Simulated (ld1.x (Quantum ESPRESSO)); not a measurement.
# antimony (Sb): variants of one TM potential

Base potential:

Sb, norm-conserving Troullier–Martins (Kleinman–Bylander form), made with ld1.x (Quantum ESPRESSO) 7.5 (PBE, scalar-relativistic). Core [Kr], reference 4d10 5s2 5p3. Waves: 5p (bound): rc 1.75 bohr; 4d (bound): rc 1.05 bohr; 5s (bound): rc 2.05 bohr. Local part: the s channel. Core correction: none.

Cutoffs, loose and tight: the cutoffs (Ry, on a coarse ladder) from which the occupation-weighted sum of valence levels, in a spherical-Bessel basis at the reference potential, stays within 10 and 1 mRy of its value at 400 Ry. They do not see the model core or the augmentation charge, which bear on the density cutoff. Test errors are all-electron minus pseudo excitation energies from the reference, over the configurations 4d10 5s2 5p2; 4d10 5s2 5p1; 4d10 5s2 5p0; 4d10 5s1 5p0; 4d10 5s2 5p2.5; 4d10 5s1 5p4; 4d9 5s2 5p4. A dash means not determined; rows that change the core or the reference have their own tests.

A true bound ghost makes a file unfit for plane-wave use even where its test errors are small: the radial tests pick states by their node count and pass the ghost by.

| change | outcome | cutoff, loose | cutoff, tight | bound ghosts | largest test error (meV) |
| --- | --- | --- | --- | --- | --- |
| base | generated | 110 Ry | 180 Ry | none | -328 |
| all radii scaled by about 0.75 (s 1.54, p 1.32, d 0.78 bohr) | generated | 300 Ry | over 300 Ry | p | -258 |
| all radii scaled by about 0.88 (s 1.80, p 1.54, d 0.92 bohr) | generated | 140 Ry | 180 Ry | p | -256 |
| all radii scaled by about 0.95 (s 1.94, p 1.66, d 1.00 bohr) | generated | 110 Ry | 160 Ry | p | -298 |
| all radii scaled by about 1.05 (s 2.16, p 1.84, d 1.10 bohr) | generated | 110 Ry | 180 Ry | none | -349 |
| all radii scaled by about 1.18 (s 2.42, p 2.06, d 1.24 bohr) | generated | 100 Ry | 180 Ry | none | -343 |

**Question.** What comes out with this change to the base: all radii scaled by about 1.35 (s 2.76, p 2.36, d 1.42 bohr)?

**Answer.** outcome: generated; cutoff, loose: 100 Ry; cutoff, tight: 160 Ry; bound ghosts: none; largest test error (meV): -268.

**Question.** What comes out with this change to the base: all radii scaled by about 1.24 (s 2.54, p 2.18, d 1.30 bohr)?

**Answer.** outcome: generated; cutoff, loose: 100 Ry; cutoff, tight: 160 Ry; bound ghosts: none; largest test error (meV): -324.

Reading the sweep of the scale of all radii (base = 1) (base included, trends over the rows without a ghost): The loose cutoff stays near 100 Ry. The median size of the test errors (rows with all tests solved) rises from 3.1 meV at 1 to 22.4 meV at 1.35. More of the atom is replaced by a form fitted at one configuration, so other configurations suffer as the radius grows. Bound ghosts are found at 0.75, 0.88, 0.95.
